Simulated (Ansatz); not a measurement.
Relaxation of C3H8SSi (13 atoms, charge 0, multiplicity 1), to a largest force component of 0.015 eV/Å in at most 40 steps.

The calculation used RKS CAM-B3LYP-D4/cc-pVDZ (Ansatz 0.2.0).

```xyz
13
Properties=species:S:1:pos:R:3
C -1.431 -0.198 0.166
C -0.044 0.132 -0.203
C 0.758 0.526 1.000
Si 0.241 1.177 -1.752
S 0.768 -0.910 -1.311
H -2.004 0.719 0.594
H -1.513 -0.980 0.874
H -2.001 -0.435 -0.747
H 0.303 1.448 1.449
H 1.802 0.838 0.734
H 0.796 -0.246 1.722
H 1.434 1.941 -1.934
H -0.892 1.049 -2.799
```

Task: Where does it end, and by what steps?

Result: The forces met the threshold. After 6 steps the energy has fallen by 0.792 eV; Si4 moved furthest, 0.23 Å.

```tsv
step	energy less start (eV)	largest force component (eV/Å)	accepted
0	0.0000	2.740	yes
1	-0.5983	1.822	yes
2	-0.7203	0.610	yes
3	-0.7738	0.409	yes
4	-0.7901	0.090	yes
5	-0.7917	0.040	yes
6	-0.7920	0.010	yes
```

```xyz
13
Properties=species:S:1:pos:R:3
C -1.495 -0.173 0.161
C -0.075 0.228 -0.187
C 0.765 0.604 1.017
Si 0.299 0.977 -1.852
S 0.792 -1.020 -1.344
H -2.006 0.658 0.675
H -1.499 -1.042 0.839
H -2.080 -0.440 -0.730
H 0.303 1.452 1.550
H 1.789 0.888 0.737
H 0.832 -0.241 1.723
H 1.402 1.965 -1.979
H -0.809 1.205 -2.817
```

Run time: 35 s on 2 threads of Arm Neoverse V2, on a shared host, peak memory 0.36 GiB.
